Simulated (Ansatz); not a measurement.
Consider the formal exchange of groups at a Ge–C bond: `C=N[CH2][GeH3]` + `[F][GeH2][F]` → `[F][GeH]([F])[GeH3]` + `C=NC`.

Isolated molecules relaxed with PBE0-D4/def2-TZVP in Ansatz; ΔE leaves out vibrations. CCSD(T)/CBS is the MP2 limit (def2-TZVPP, def2-QZVPP) plus CCSD(T) − MP2 in def2-TZVPP, frozen cores. For Ge outer-core shells are correlated without core-valence functions, which leaves a few kJ/mol of doubt a bond. Scalar relativity is left out up to krypton. One conformer a species, not always the lowest.

`C=N[CH2][GeH3]`:

Z-matrix (Å, degrees):
```
C
N 1 1.432
Ge 1 1.975 2 109.2
H 1 1.093 2 109.3 3 -116.1
H 1 1.101 2 113.8 3 122.1
C 2 1.260 1 118.6 3 -110.4
H 3 1.535 1 110.1 2 -58.2
H 3 1.538 1 108.8 2 62.1
H 3 1.540 1 109.1 2 -178.6
H 6 1.089 2 119.3 1 178.5
H 6 1.099 2 123.2 1 -1.6
```

`[F][GeH2][F]`:

```xyz
5

F    -0.642    1.029   -1.132
Ge   -0.059   -0.052    0.079
F     1.641   -0.148   -0.191
H    -0.657   -1.431   -0.196
H    -0.283    0.602    1.440
```

`[F][GeH]([F])[GeH3]`:

```xyz
8

F     0.515   -1.132    1.987
Ge   -0.309    0.117    1.109
F     0.427    1.582    1.676
Ge    0.206   -0.136   -1.247
H    -1.753    0.131    1.634
H    -0.365   -1.475   -1.729
H    -0.447    1.019   -2.015
H     1.727   -0.106   -1.415
```

`C=NC`:

```xyz
8

C     0.789    0.978    0.329
N    -0.296    0.404    0.599
C    -0.669   -0.738   -0.194
H     1.460    0.651   -0.478
H     1.096    1.844    0.915
H     0.058   -0.988   -0.980
H    -0.795   -1.602    0.464
H    -1.643   -0.550   -0.654
```

```
              species  MP2/CBS(def2) energy (Eh)
     `C=N[CH2][GeH3]`                -2211.01540
       `[F][GeH2][F]`                -2276.93666
`[F][GeH]([F])[GeH3]`                -4354.24052
               `C=NC`                 -133.72711
```

Work out ΔE.

ΔE = (-4354.24052) + (-133.72711) − (-2211.01540) − (-2276.93666) = -0.01557 Eh = -40.9 kJ/mol. CCSD(T)/CBS gives -45.7 kJ/mol.

Largest T1 diagnostic among the species: 0.012.

In def2-TZVPP, CCSD(T) changes the Hartree–Fock value by +3.6 kJ/mol (the triples alone add +1.1 kJ/mol) and MP2 by +8.4 kJ/mol.
